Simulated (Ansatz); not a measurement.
Species: sum formula H5Si2O2, net charge 0, doublet state. It need not be the lowest isomer of its formula. 
Geometry from a B3LYP-D3(BJ)/def2-TZVP (Ansatz, a quantum-chemistry and plane-wave program) optimisation:
```xyz
9

O      0.9491     1.6249     0.2531
Si     0.5215     0.1838    -0.4467
O      1.4652    -1.0542     0.1369
Si    -1.6997    -0.4305     0.1039
H      1.3166     1.6143     1.1438
H      2.4044    -1.0629    -0.0698
H     -2.6057     0.6436    -0.3672
H     -1.8942    -0.6150     1.5665
H     -2.0413    -1.6917    -0.5952
```
Charge 0, spin multiplicity 2.

Computed values are from Ansatz. Correlated levels leave the core frozen unless marked. Open shells are spin-unrestricted. No spin-orbit coupling. Non-relativistic. CBS marks a two-point X^-3 extrapolation of the correlation energy; Hartree-Fock from the larger set.

```yaml
atomisation energy De: 3019.1 kJ/mol at CCSD(T)/CBS(aug-cc-pV(T+d)Z,aug-cc-pV(Q+d)Z)
total_energy: -731.5362 Eh at CCSD(T)/CBS(aug-cc-pV(T+d)Z,aug-cc-pV(Q+d)Z)
dipole_moment: 1.70 D at CCSD(T)/aug-cc-pV(D+d)Z
T1 diagnostic: 0.016 at CCSD/aug-cc-pV(Q+d)Z
```
